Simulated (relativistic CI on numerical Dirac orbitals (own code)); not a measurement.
**Energy levels of I43+**

Calculated at this level of theory: Dirac-Coulomb-Breit CI, orbitals from a KLI potential per configuration, QED by a radiative potential, unscaled Slater integrals (own radial code, finite nucleus).

Configurations in the expansion (outside the closed core 1s2): 2s2 2p6, 2s2 2p5 3s, 2s2 2p5 3p, 2s2 2p5 3d, 2s 2p6 3s, 2s 2p6 3p, 2s 2p6 3d, 2s2 2p5 4s, 2s2 2p5 4p, 2s2 2p5 4d, 2s2 2p5 4f, 2s 2p6 4s, 2s 2p6 4p, 2s2 2p4 3s2, 2s 2p6 4d, 2s 2p6 4f, 2s2 2p5 5s, 2s2 2p4 3s 3p, 2s2 2p5 5p, 2s2 2p5 5d, 2s2 2p5 5f, 2s2 2p5 5g, 2s2 2p4 3p2, 2s2 2p4 3s 3d, 2s2 2p4 3p 3d, 2s 2p5 3s2, 2s2 2p4 3d2, 2s 2p5 3s 3p, 2s 2p5 3p2, 2s 2p5 3s 3d, 2s 2p6 5s, 2s 2p6 5p, 2s 2p6 5d, 2s 2p6 5f, 2s 2p6 5g, 2s 2p5 3p 3d. Levels of other configurations are missing.

```csv
No.,Configuration,Term,J,E (10³ cm⁻¹),%,Landé g,Lifetime (s),jj configuration (%)
1,2s2 2p6,1S,0,0.0,100,,,closed (100)
2,2s2 2p5 3s,3P°,2,32564.4,100,1.486,5.19e-09,2p3/2^3 3s (100)
3,2s2 2p5 3s,1P°,1,32608.0,65,1.153,3.05e-14,2p3/2^3 3s (100)
4,2s2 2p5 3p,3P,1,33292.2,48,1.543,5.67e-11,2p3/2^3 3p1/2 (99)
5,2s2 2p5 3p,3D,2,33312.3,51,1.150,8.33e-12,2p3/2^3 3p1/2 (100)
6,2s2 2p5 3p,1P,1,33943.1,57,1.276,9.12e-12,2p3/2^3 3p3/2 (99)
7,2s2 2p5 3p,3D,3,33943.1,100,1.322,8.14e-12,2p3/2^3 3p3/2 (100)
8,2s2 2p5 3p,3P,2,34008.6,67,1.323,4.19e-12,2p3/2^3 3p3/2 (100)
9,2s2 2p5 3p,1S,0,34286.6,54,,4.20e-12,2p3/2^3 3p3/2 (98)
10,2s2 2p5 3d,3P°,0,34787.3,99,,8.76e-12,2p3/2^3 3d3/2 (99)
11,2s2 2p5 3d,3P°,1,34833.3,75,1.244,1.64e-12,2p3/2^3 3d3/2 (91)
12,2s2 2p5 3d,3F°,3,34863.0,55,1.057,7.87e-12,2p3/2^3 3d3/2 (100)
13,2s2 2p5 3d,3D°,2,34895.7,57,1.105,7.41e-12,2p3/2^3 3d3/2 (97)
14,2s2 2p5 3d,3F°,4,34983.0,100,1.240,2.24e-11,2p3/2^3 3d5/2 (100)
15,2s2 2p5 3d,1D°,2,35016.6,54,1.161,1.82e-11,2p3/2^3 3d5/2 (97)
16,2s2 2p5 3s,3P°,0,35046.3,99,,7.08e-10,2p1/2 2p3/2^4 3s (99)
17,2s2 2p5 3s,3P°,1,35053.8,62,1.284,1.07e-14,2p1/2 2p3/2^4 3s (93)
18,2s2 2p5 3d,3D°,3,35071.0,70,1.226,1.99e-11,2p3/2^3 3d5/2 (100)
19,2s2 2p5 3d,1P°,1,35250.6,56,0.939,1.89e-15,2p3/2^3 3d5/2 (85)
20,2s2 2p5 3p,3D,1,35770.5,73,0.652,5.82e-11,2p1/2 2p3/2^4 3p1/2 (100)
21,2s2 2p5 3p,3P,0,36021.8,54,,1.18e-11,2p1/2 2p3/2^4 3p1/2 (98)
22,2s2 2p5 3p,3P,1,36428.3,51,1.484,7.35e-12,2p1/2 2p3/2^4 3p3/2 (99)
23,2s2 2p5 3p,3D,2,36450.4,49,1.157,4.14e-12,2p1/2 2p3/2^4 3p3/2 (100)
24,2s2 2p5 3d,3F°,2,37336.3,73,0.759,7.65e-12,2p1/2 2p3/2^4 3d3/2 (100)
25,2s2 2p5 3d,3D°,1,37476.8,46,0.835,2.21e-15,2p1/2 2p3/2^4 3d3/2 (99)
26,2s2 2p5 3d,3P°,2,37490.3,45,1.276,1.88e-11,2p1/2 2p3/2^4 3d5/2 (100)
27,2s 2p6 3s,3S,1,37500.8,99,1.984,5.27e-13,2s 3s (99)
28,2s2 2p5 3d,3F°,3,37512.0,43,1.104,2.08e-11,2p1/2 2p3/2^4 3d5/2 (100)
29,2s 2p6 3s,1S,0,37648.3,100,,6.44e-13,2s 3s (100)
30,2s 2p6 3p,3P°,0,38233.3,100,,5.59e-13,2s 3p1/2 (100)
31,2s 2p6 3p,3P°,1,38249.1,69,1.332,2.48e-14,2s 3p1/2 (99)
32,2s 2p6 3p,3P°,2,38887.9,100,1.490,5.23e-13,2s 3p3/2 (100)
33,2s 2p6 3p,1P°,1,38920.9,70,1.148,9.19e-15,2s 3p3/2 (100)
34,2s 2p6 3d,3D,1,39764.5,100,0.496,5.84e-13,2s 3d3/2 (100)
35,2s 2p6 3d,3D,2,39789.9,85,1.132,4.83e-13,2s 3d3/2 (92)
36,2s 2p6 3d,3D,3,39911.5,100,1.325,5.66e-13,2s 3d5/2 (100)
37,2s 2p6 3d,1D,2,40005.3,85,1.021,3.20e-13,2s 3d5/2 (92)
38,2s2 2p5 4s,3P°,2,44668.0,100,1.487,7.91e-14,2p3/2^3 4s (100)
39,2s2 2p5 4s,1P°,1,44682.9,66,1.148,4.18e-14,2p3/2^3 4s (100)
40,2s2 2p5 4p,3P,1,44970.3,49,1.532,6.44e-14,2p3/2^3 4p1/2 (99)
41,2s2 2p5 4p,3D,2,44976.3,50,1.151,6.39e-14,2p3/2^3 4p1/2 (100)
42,2s2 2p5 4p,3D,3,45235.0,100,1.324,7.96e-14,2p3/2^3 4p3/2 (100)
43,2s2 2p5 4p,1P,1,45236.4,58,1.277,7.84e-14,2p3/2^3 4p3/2 (99)
44,2s2 2p5 4p,3P,2,45259.0,67,1.325,8.07e-14,2p3/2^3 4p3/2 (100)
45,2s2 2p5 4p,1S,0,45358.2,63,,8.48e-14,2p3/2^3 4p3/2 (100)
46,2s2 2p5 4d,3P°,0,45557.2,100,,3.77e-14,2p3/2^3 4d3/2 (100)
47,2s2 2p5 4d,3P°,1,45573.9,73,1.219,3.69e-14,2p3/2^3 4d3/2 (93)
48,2s2 2p5 4d,3F°,3,45582.8,54,1.059,3.81e-14,2p3/2^3 4d3/2 (100)
49,2s2 2p5 4d,3D°,2,45594.6,57,1.094,3.82e-14,2p3/2^3 4d3/2 (99)
50,2s2 2p5 4d,3F°,4,45637.1,100,1.242,3.75e-14,2p3/2^3 4d5/2 (100)
51,2s2 2p5 4d,1D°,2,45649.5,53,1.171,3.75e-14,2p3/2^3 4d5/2 (99)
52,2s2 2p5 4d,3D°,3,45668.5,70,1.229,3.77e-14,2p3/2^3 4d5/2 (100)
53,2s2 2p5 4d,1P°,1,45729.3,64,0.945,3.73e-15,2p3/2^3 4d5/2 (93)
54,2s2 2p5 4f,3D,1,45828.8,100,0.506,1.78e-14,2p3/2^3 4f5/2 (100)
55,2s2 2p5 4f,3G,4,45833.0,52,1.023,1.83e-14,2p3/2^3 4f5/2 (100)
56,2s2 2p5 4f,3D,2,45840.7,60,0.965,1.80e-14,2p3/2^3 4f5/2 (93)
57,2s2 2p5 4f,3F,3,45848.0,53,1.000,1.82e-14,2p3/2^3 4f5/2 (99)
58,2s2 2p5 4f,3G,5,45859.8,100,1.193,1.85e-14,2p3/2^3 4f7/2 (100)
59,2s2 2p5 4f,1D,2,45867.4,66,0.980,1.84e-14,2p3/2^3 4f7/2 (93)
60,2s2 2p5 4f,1F,3,45871.8,47,1.129,1.83e-14,2p3/2^3 4f7/2 (99)
61,2s2 2p5 4f,3F,4,45877.3,73,1.179,1.85e-14,2p3/2^3 4f7/2 (100)
62,2s2 2p5 4s,3P°,0,47153.1,100,,7.88e-14,2p1/2 2p3/2^4 4s (100)
63,2s2 2p5 4s,3P°,1,47159.8,66,1.318,6.05e-14,2p1/2 2p3/2^4 4s (100)
64,2s2 2p5 4p,3D,1,47453.3,74,0.653,6.33e-14,2p1/2 2p3/2^4 4p1/2 (100)
65,2s2 2p5 4p,3P,0,47530.9,63,,6.66e-14,2p1/2 2p3/2^4 4p1/2 (100)
66,2s2 2p5 4p,3P,1,47724.3,51,1.496,8.00e-14,2p1/2 2p3/2^4 4p3/2 (100)
67,2s2 2p5 4p,3D,2,47729.4,50,1.159,7.94e-14,2p1/2 2p3/2^4 4p3/2 (100)
68,2s2 2p5 4d,3F°,2,48064.4,74,0.759,3.81e-14,2p1/2 2p3/2^4 4d3/2 (100)
69,2s2 2p5 4d,3D°,1,48114.4,49,0.834,5.91e-15,2p1/2 2p3/2^4 4d3/2 (100)
70,2s2 2p5 4d,3P°,2,48131.8,47,1.286,3.75e-14,2p1/2 2p3/2^4 4d5/2 (100)
```

Energies count from the lowest computed level; ° marks odd parity; lifetimes are radiative, by E1, M1, E2, M2 decay to levels of this space only. Filled j subshells are mostly left out of the jj labels.

The mean weight of the leading LS term, summed over parents, in these 70 levels is 71 %, and that of the leading jj configuration (from the same eigenvectors) 99 %, so jj coupling describes them better and the LS labels are nominal.

At this charge energies of transitions that change n are usually good to better than 1 %, and those within a shell (Δn = 0) to a few per cent.

LS names give the leading component of a level, which can be under half, so a name can repeat, a term be missing and a line seem to break the LS rules.
